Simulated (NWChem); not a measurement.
All runs are NWChem calculations. System: norbornene (C$_{7}$H$_{10}$), charge 0, spin multiplicity 1, at a geometry optimised with PBE0/def2-SVP. Level: MP2/def2-SVP, 7 core orbitals frozen.

NWChem printed:

```
             Northwest Computational Chemistry Package (NWChem) 7.3.0
             --------------------------------------------------------

                                NWChem Input Module
                                -------------------

 Scaling coordinates for geometry "geometry" by  1.889725989
 (inverse scale =  0.529177249)

 Turning off AUTOSYM since
 SYMMETRY directive was detected!

                             Geometry "geometry" -> ""
                             -------------------------

 Output coordinates in angstroms (scale by  1.889725989 to convert to a.u.)

  No.       Tag          Charge          X              Y              Z
 ---- ---------------- ---------- -------------- -------------- --------------
    1 C                    6.0000     0.33140500    -1.32623500    -0.67035700
    2 C                    6.0000     0.33140500    -1.32623500     0.67035700
    3 C                    6.0000    -0.33113300    -0.04120000     1.12138800
    4 C                    6.0000     0.66702500     1.10233400     0.77439100
    5 C                    6.0000     0.66702500     1.10233400    -0.77439100
    6 C                    6.0000    -0.33113300    -0.04120000    -1.12138800
    7 C                    6.0000    -1.36606900     0.14175800     0.00000000
    8 H                    1.0000     0.82022400    -2.04514800    -1.33149700
    9 H                    1.0000     0.82022400    -2.04514800     1.33149700
   10 H                    1.0000    -0.70038100    -0.02173200     2.15599500
   11 H                    1.0000     1.66172100     0.92317500     1.20798300
   12 H                    1.0000     0.30408900     2.06196200     1.17498600
   13 H                    1.0000     1.66172100     0.92317500    -1.20798300
   14 H                    1.0000     0.30408900     2.06196200    -1.17498600
   15 H                    1.0000    -0.70038100    -0.02173200    -2.15599500
   16 H                    1.0000    -2.13872000    -0.64145400     0.00000000
   17 H                    1.0000    -1.84373600     1.13560200     0.00000000

 Effective nuclear repulsion energy (a.u.)     308.4315119811

            Nuclear Dipole moment (a.u.)
            ----------------------------
        X                 Y               Z
 ---------------- ---------------- ----------------
    -0.0000000000    -0.0000037795     0.0000000000

      Symmetry information
      --------------------

 Group name             Cs
[...]
    9 H    1     0.96   0.75  0.18  0.03
   10 H    1     0.96   0.76  0.18  0.02
   11 H    1     0.97   0.76  0.18  0.02
   12 H    1     0.97   0.76  0.18  0.02
   13 H    1     0.97   0.76  0.18  0.02
   14 H    1     0.97   0.76  0.18  0.02
   15 H    1     0.96   0.76  0.18  0.02
   16 H    1     0.95   0.76  0.18  0.02
   17 H    1     0.97   0.76  0.18  0.02

       Multipole analysis of the density wrt the origin
       ------------------------------------------------

     L   x y z        total         open         nuclear
     -   - - -        -----         ----         -------
     0   0 0 0     -0.000000      0.000000     52.000000

     1   1 0 0      0.042118      0.000000     -0.000000
     1   0 1 0      0.093837      0.000000     -0.000004
     1   0 0 1      0.000000      0.000000      0.000000

     2   2 0 0    -33.308154      0.000000    125.620531
     2   1 1 0     -1.095816      0.000000     10.094496
     2   1 0 1     -0.000000      0.000000      0.000000
     2   0 2 0    -33.082881      0.000000    200.352973
     2   0 1 1      0.000000      0.000000     -0.000000
     2   0 0 2    -31.830743      0.000000    164.986311

                   NWChem MP2 Semi-direct Energy/Gradient Module
                   ---------------------------------------------

  Basis functions       =    148
  Molecular orbitals    =    148
  Frozen core           =      7
  Frozen virtuals       =      0
  Active alpha occupied =     19
  Active beta occupied  =     19
  Active alpha virtual  =    122
  Active beta virtual   =    122
  Use MO symmetry       = T
  Use skeleton AO sym   = T

  AO/Fock/Back tols     =   1.0D-09  1.0D-09  1.0D-09

 GA uses MA = F    GA memory limited = T

 Available:
  local mem=  1.26D+08
 global mem=  1.44D+08
 local disk=  0.00D+00
  mp2_memr nvloc                   122
  nvloc new                   122
   1 passes of  19:        3145728                     103793                  85375129.
   1 passes of  19: M    126150391           G      144135392           F     123004663.

 Semi-direct pass number   1 of   1  for RHF alpha+beta  at       10.2s
  vrange nnbf                 10828
  mp2_eaftype                   325  avail_ma_in_mb                  1099
 EAF : mp2_eaftype filesize         325   42687564.
  mp2_eaf for mointskh                    325
Node 0 wrote    200.8 Mb in      0.4 s     Agg I/O rate:   569.0 Mb/s
 Done moints_semi at       22.9s
  mp2_eaftype                   325  avail_ma_in_mb                   774
 EAF : mp2_eaftype filesize         325   42687564.
  mp2_eaf for kh                   325
 Done maket at       24.1s
 Done multipass loop at       24.1s

          -------------------------------------------
          SCF energy                -270.663628344294
          Correlation energy          -0.964224681163
          Singlet pairs               -0.610675383006
          Triplet pairs               -0.353549298157
          Total MP2 energy          -271.627853025457
          -------------------------------------------

          ---------------------------------------------------
                    Spin Component Scaled (SCS) MP2
          Same spin pairs                     -0.235699532105
          Same spin scaling factor             0.333333333333
          Opposite spin pairs                 -0.728525149058
          Opposite spin scaling fact.          1.200000000000
          SCS-MP2 correlation energy          -0.952796689572
          Total SCS-MP2 energy              -271.616425033866
          ---------------------------------------------------

 -----------------------
 Performance information
 -----------------------

 Timer overhead =  1.37D-07 seconds/call

               Nr. of calls         CPU time (s)                 Wall time (s)                GFlops
             ---------------    -------------------     ------------------------------   -------------------
Name         Min   Avg   Max    Min     Avg     Max     Min     Avg     Max   Mx/calls   Min     Max     Sum
mp2: moin     1     1     1    13.     13.     13.      13.     13.     13.     13.      0.0     0.0     0.0
mp2: make     1     1     1    1.2     1.2     1.2      1.2     1.2     1.2     1.2      0.0     0.0     0.0
mp2: tota     1     1     1    14.     14.     14.      14.     14.     14.     14.      0.0     0.0     0.0

 The average no. of pstat calls per process was 3.00D+00
 with a timing overhead of 4.10D-07s

 Task  times  cpu:       24.1s     wall:       24.1s

 Total times  cpu:       24.1s     wall:       24.1s
```

Problem. Write an NWChem input that would produce this output.

Solution. This is not unique; one that fits is 
```
start mol
memory heap 200 mb stack 900 mb global 1100 mb
geometry units angstroms nocenter noautoz
  C      0.331405    -1.326235    -0.670357
  C      0.331405    -1.326235     0.670357
  C     -0.331133    -0.041200     1.121388
  C      0.667025     1.102334     0.774391
  C      0.667025     1.102334    -0.774391
  C     -0.331133    -0.041200    -1.121388
  C     -1.366069     0.141758     0.000000
  H      0.820224    -2.045148    -1.331497
  H      0.820224    -2.045148     1.331497
  H     -0.700381    -0.021732     2.155995
  H      1.661721     0.923175     1.207983
  H      0.304089     2.061962     1.174986
  H      1.661721     0.923175    -1.207983
  H      0.304089     2.061962    -1.174986
  H     -0.700381    -0.021732    -2.155995
  H     -2.138720    -0.641454     0.000000
  H     -1.843736     1.135602     0.000000
  symmetry group Cs
end
basis spherical
  * library def2-svp
end
scf
  rhf
  nopen 0
  maxiter 100
  thresh 1e-7
  semidirect memsize 60000000 filesize 0
end
mp2
  freeze core 7
end
task mp2 energy
```
